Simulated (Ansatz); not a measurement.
The cluster Al3Si. Total charge 0; doublet. Geometry PBE0-D4/def2-TZVP.

```tsv
atom	x (Å)	y (Å)	z (Å)
Al1	-1.303	0.850	-0.437
Al2	1.220	-0.924	0.520
Al3	1.142	0.973	-1.206
Si4	-1.058	-0.900	1.122
```

Another isomer (doublet) lies 0.07 eV lower at PBE0-D4/def2-TZVP; other spin states weren't run for this one.

Q: Estimate the α-spin orbital energies around the gap (eV) in Ansatz with PBE-D4/def2-TZVP, r2SCAN-D4/def2-TZVP, B97M-V/def2-TZVP, PBE0-D4/def2-TZVP, ωB97M-V/def2-TZVP.

A: 
| orbital | PBE-D4/def2-TZVP | r2SCAN-D4/def2-TZVP | B97M-V/def2-TZVP | PBE0-D4/def2-TZVP | ωB97M-V/def2-TZVP |
| --- | --- | --- | --- | --- | --- |
| HOMO−9 | -69.10 | -70.99 | -71.77 | -73.92 | -76.27 |
| HOMO−8 | -69.00 | -70.90 | -71.67 | -73.85 | -76.21 |
| HOMO−7 | -69.00 | -70.90 | -71.67 | -73.85 | -76.21 |
| HOMO−6 | -12.12 | -12.66 | -12.59 | -13.82 | -16.32 |
| HOMO−5 | -9.20 | -9.51 | -9.47 | -10.45 | -12.78 |
| HOMO−4 | -8.21 | -8.54 | -8.46 | -9.40 | -11.56 |
| HOMO−3 | -5.97 | -6.08 | -6.01 | -6.68 | -8.25 |
| HOMO−2 | -5.07 | -5.39 | -5.19 | -5.83 | -7.34 |
| HOMO−1 | -5.03 | -5.20 | -5.14 | -5.80 | -7.19 |
| HOMO | -5.01 | -5.16 | -5.00 | -5.65 | -7.08 |
| LUMO | -3.28 | -3.23 | -3.19 | -2.70 | -1.05 |
| LUMO+1 | -3.02 | -2.98 | -2.86 | -2.40 | -0.73 |
| LUMO+2 | -2.68 | -2.71 | -2.60 | -2.17 | -0.42 |
| LUMO+3 | -2.41 | -2.36 | -2.28 | -1.78 | -0.04 |
| LUMO+4 | -0.66 | -0.43 | -0.38 | 0.12 | 1.64 |
| LUMO+5 | -0.48 | -0.26 | -0.27 | 0.13 | 1.69 |
| β HOMO | -4.93 | -5.14 | -4.95 | -5.56 | -7.00 |
| β LUMO | -4.20 | -3.88 | -4.12 | -3.48 | -1.98 |
